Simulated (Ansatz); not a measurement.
Input file for Ansatz (an electronic-structure program): R-CCSD(T)/aug-cc-pV(D+d)Z on N2 (SMILES N#N) with ghost functions, monomers drawn apart or pushed together. Files ending in .json are basis or fitting sets from the Basis Set Exchange.

Ansatz 0.2 input:
```yaml
crystal:
  periodic: [false, false, false]
  atoms:
    - {symbol: N, position_ang: [-0.47407844, 0.52883597, -0.25862598]}
    - {symbol: N, position_ang: [0.54419226, 0.13944552, -0.29480866]}
basis:
  gaussian:
    orbitals: aug-cc-pV_D+d_Z.json
    ghost_atoms:
      - {symbol: P, position_ang: [0.17100227, -0.17447176, 3.40517222]}
      - {symbol: H, position_ang: [-0.81504452, -0.79075092, 2.59254334]}
      - {symbol: H, position_ang: [-0.03453069, 1.10473393, 2.82737945]}
      - {symbol: H, position_ang: [1.22600205, -0.49845952, 2.51393775]}
magnetization: {spin_polarized: false}
correlation: {method: ccsd_t, electrons: outside_noble_gas}
scf: {lower_state_search: off}
```

Question: What total energy does the run end on?

Answer: -109.2933 hartree (reference determinant -108.9615, T1 diagnostic 0.013).
